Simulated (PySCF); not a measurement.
Al(OH)3 (AlH₃O₃), SMILES [OH][Al]([OH])[OH]. The structure is a stationary point at r2SCAN-D4/def2-SVP. The isomer is the one that the SMILES or the coordinates give; other isomers of the formula were not compared. Other conformers were not sampled.

Computed equilibrium geometry at r2SCAN-D4/def2-SVP (PySCF confirms it by a frequency run) as bond lengths and angles, and its point group (one conformer of several):
point group C3h.
Atoms: Al1 O2 H3 O4 H5 O6 H7. Bonded distances (Å): Al1–O2 1.697, Al1–O4 1.697, Al1–O6 1.697, O2–H3 0.960, O4–H5 0.960, O6–H7 0.960. Bond angles (°): O2–Al1–O4 120.0, O2–Al1–O6 120.0, O4–Al1–O6 120.0, Al1–O2–H3 123.8, Al1–O4–H5 123.8, Al1–O6–H7 123.8.
Charge 0, spin multiplicity 1.
